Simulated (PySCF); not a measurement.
TDDFT excited states: C5H11NSi

C5H11NSi.
SMILES with atom numbers: `[CH2:1]=[C:2]=[CH:3][CH2:4][SiH2:5][NH:6][CH3:7]` (hydrogens: H8, H9 on C1; H10 on C3; H11, H12 on C4; H13, H14 on Si5; H15 on N6; H16, H17, H18 on C7)

Level of theory: TDDFT wB97X-D/def2-SVPD, vertical, gas phase, core orbitals frozen in the response in PySCF. Geometry: GFN2-xTB, one conformer, isolated molecule. Torsions of this conformer, `[CH2:1]=[C:2]=[CH:3][CH2:4][SiH2:5][NH:6][CH3:7]`: C2–C3–C4–Si5 107°, C3–C4–Si5–N6 -49°, C4–Si5–N6–C7 -176°.

```tsv
state	E (eV)	E (kJ/mol)	λ (nm)	f	main configurations (H = HOMO, L = LUMO)
S1	5.62	542	220.7	0.0029	H-1→L (51%), H→L (22%), H-1→L+3 (11%)
S2	6.08	587	203.8	0.0016	H→L+1 (40%), H→L (18%), H→L+2 (14%)
S3	6.47	624	191.8	0.0069	H-2→L+2 (47%), H-2→L+1 (31%), H-2→L+4 (10%)
S4	6.67	644	185.8	0.0008	H→L (32%), H→L+1 (15%), H→L+5 (12%)
S5	6.90	665	179.8	0.062	H→L+2 (61%), H→L+1 (20%)
S6	6.92	668	179.1	0.058	H-1→L+1 (46%), H-1→L+3 (12%), H-1→L+2 (10%)
S7	7.13	688	173.8	0.144	H-1→L+2 (58%), H-1→L+1 (16%)
S8	7.37	711	168.3	0.035	H→L+5 (39%), H→L+3 (12%), H-1→L (12%)
```

Triplets (Tamm–Dancoff): T1 4.62 eV, H-1→L+2 (29%), H-1→L+1 (19%), H-2→L (10%); T2 4.97 eV, H-2→L (49%), H-2→L+3 (17%); T3 5.31 eV, H-1→L (47%), H→L (19%), H-1→L+3 (12%).

The lowest singlet comes at 221 nm (542 kJ/mol) in the ultraviolet; it is very weak; its leading configuration is HOMO-1→LUMO (51%). The strongest level in the table is S7 at 7.13 eV (174 nm, f = 0.144). Löwdin shares by element: HOMO nitrogen 48%, carbon 16% or more, silicon 8% (atoms not listed hold the other 27%); LUMO carbon 46% or more, silicon 11% (atoms not listed hold the other 43%). Weighted by f, the mean energy of these states is 7.04 eV. The listed states span 1.75 eV, and the widest gap between neighbours is 0.47 eV (S1 to S2). The oscillator strengths of these states sum to 0.312; summed over the whole spectrum of an exact calculation they would give the number of electrons, 62 (Thomas–Reiche–Kuhn). The window holds the lowest 8 singlets.
